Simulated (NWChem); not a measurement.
CH₆ClNSi; SMILES CN[SiH2]Cl

```xyz
10

Si    -0.6806     0.1167    -0.1590
Cl     0.4275     1.3573     1.1064
N      0.1128    -1.3266    -0.6285
C      0.3574    -2.4605     0.2343
H     -1.9070    -0.2397     0.6036
H     -0.9551     0.9031    -1.3901
H      0.7460    -1.2682    -1.4193
H      1.3238    -2.4108     0.7694
H     -0.4340    -2.5252     0.9975
H      0.3327    -3.4052    -0.3336
```
Atoms are numbered in this order, from 1.

Computed with NWChem. Structure relaxed at the PBE0/def2-SVP level. Level: PBE/def2-SVP with SMD (1 M gas to 1 M solution), gas-phase geometry. Reactions with the solvent are ignored.

| solvent | dielectric constant | solvation free energy (kcal/mol) | cavity-dispersion-structure term (kcal/mol) | dipole in solution (D) |
|---|---|---|---|---|
| water | 78.4 | -0.4 | 3.0 | 2.81 |
| toluene | 2.37 | -3.2 | -1.3 | 2.55 |
| methanol | 32.6 | -3.9 | -0.6 | 2.80 |
| dimethyl sulfoxide | 46.8 | … | … | 2.81 |
| tetrahydrofuran | 7.43 | -3.5 | -0.6 | 2.73 |
| diethyl ether | 4.24 | -3.8 | -1.3 | 2.67 |

Complete the blanks.


- dimethyl sulfoxide, solvation free energy (kcal/mol): -2.6
- dimethyl sulfoxide, cavity-dispersion-structure term (kcal/mol): 0.7
